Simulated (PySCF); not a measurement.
## Energy of Zr²⁺ (zirconium, charge +2) between two integer charges

The 4d alpha orbital of [Kr] 4d2 is emptied in steps (occupation f), with all orbitals relaxed, ending at [Kr] 4d1. Calculation: PySCF 2.14, in def2-TZVP with the def2 core potential (28 electrons) (6s4p3d1f, 40 functions); a scalar-relativistic core potential. The exact energy is a straight line in f; departures are measured from the line between the end points of the same method.

```csv
f,MN15 (eV)
1,0.000
0.9,-0.277
0.7,-0.650
0.5,-0.776
0.3,-0.653
0.1,-0.280
0,0.000
```

```
method  E(f=0) − E(f=1) (eV)  −ε at f=1 (eV)  −ε at f=0.5 (eV)
  MN15                22.812          19.737            22.802
```

Orbital energy along the path (eV):

```csv
f,MN15
1,-19.737
0.9,-20.341
0.7,-21.564
0.5,-22.802
0.3,-24.050
0.1,-25.302
0,-25.927
```

Reference removal energy between the ground levels: 23.170 eV (semi-empirical (NIST evaluation); NIST Atomic Spectra Database, ionization energies). The calculation has no spin-orbit coupling.
